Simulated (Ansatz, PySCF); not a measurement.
Mo(NH)2(OH)(Me) (CH6MoN2O), SMILES [NH]=[Mo](=[NH])([CH3])[OH], multiplicity 1. Atoms are numbered in the order given.

```xyz
11

Mo    -0.0364     0.0211    -0.0698
N     -1.4663    -0.9168    -0.2693
H     -2.1450    -1.5325    -0.7095
N      1.1320    -0.3375    -1.2871
H      1.4339    -0.8170    -2.1332
O     -0.3901     1.8685     0.1016
H      0.0837     2.5539    -0.3816
C      0.8232    -0.7448     1.6986
H      1.0133    -1.8255     1.6334
H      0.1275    -0.5557     2.5322
H      1.7776    -0.2252     1.8815
```
Charge 0, spin multiplicity 1.

Geometry: PBE0-D3(BJ)/def2-SVP. The multiplicity is an assumed one; no other spin state was optimised. The structure was generated by enumeration; whether it is a known compound was not checked. The def2 effective core potentials stand for the cores of Mo; spin–orbit coupling is left out. The values are those of a single conformer.

Two levels are set side by side: PBE-D3(BJ)/def2-SVP (Ansatz, a quantum-chemistry and plane-wave program) and PBE0-D3(BJ)/def2-SVP (Ansatz). Each level has its own optimised geometry; the coordinates shown are those of the second. Frequencies come from the Hessian of PySCF at each geometry. Differences are taken from unrounded values.

```tsv
quantity	PBE0-D3(BJ)
mean bond length (Å)	1.375
bond Mo1–N2 (Å)	1.722
bond Mo1–N4 (Å)	1.725
bond Mo1–O6 (Å)	1.889
bond Mo1–C8 (Å)	2.110
bond N2–H3 (Å)	1.017
bond N4–H5 (Å)	1.018
bond O6–H7 (Å)	0.963
bond C8–H9 (Å)	1.099
bond C8–H10 (Å)	1.102
bond C8–H11 (Å)	1.102
highest harmonic wavenumber (cm⁻¹)	3918
mean harmonic wavenumber (cm⁻¹)	1255
zero-point energy (kcal/mol)	48.45
```

What does PBE-D3(BJ) give, and how far is it from PBE0-D3(BJ)? (The exact figures need the calculation; the answer reports its results.)


| quantity | PBE-D3(BJ) | PBE-D3(BJ) minus PBE0-D3(BJ) |
|---|---|---|
| mean bond length (Å) | 1.387 | 0.013 |
| bond Mo1–N2 (Å) | 1.743 | 0.021 |
| bond Mo1–N4 (Å) | 1.747 | 0.022 |
| bond Mo1–O6 (Å) | 1.907 | 0.018 |
| bond Mo1–C8 (Å) | 2.122 | 0.012 |
| bond N2–H3 (Å) | 1.026 | 0.009 |
| bond N4–H5 (Å) | 1.028 | 0.009 |
| bond O6–H7 (Å) | 0.975 | 0.012 |
| bond C8–H9 (Å) | 1.107 | 0.008 |
| bond C8–H10 (Å) | 1.110 | 0.008 |
| bond C8–H11 (Å) | 1.110 | 0.008 |
| highest harmonic wavenumber (cm⁻¹) | 3745 | -173 |
| mean harmonic wavenumber (cm⁻¹) | 1209 | -46 |
| zero-point energy (kcal/mol) | 46.68 | -1.77 |

Exact exchange shortens and stiffens bonds; PBE has none. Differences between two approximate levels are no errors against the true value.
